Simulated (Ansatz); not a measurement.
Ansatz results at the PBE0-D4/def2-TZVP geometry: LUMO energy (ωB97M-V/def2-TZVPP) -0.72 eV; HOMO–LUMO gap (PBE0/def2-TZVPP) 5.36 eV; HOMO energy (PBE/def2-TZVPP) -6.79 eV.

Each molecule was computed in one conformer, which needn't be the lowest.

**Question.** Which molecule gave them?
A. `[NH2][Sn]([F])([F])[F]`
B. `[F][Sn]([F])([SeH])[SeH]`
C. `[CH3][Sn]([F])([F])[C]#N`
D. `CC(C)[O][Sn]([Cl])([Cl])[O]C(C)C`

**Answer.** B. The others give `[CH3][Sn]([F])([F])[C]#N`: 0.48, 8.61, -8.56; `CC(C)[O][Sn]([Cl])([Cl])[O]C(C)C`: -0.11, 6.10, -6.69; `[NH2][Sn]([F])([F])[F]`: -0.37, 6.70, -7.57.
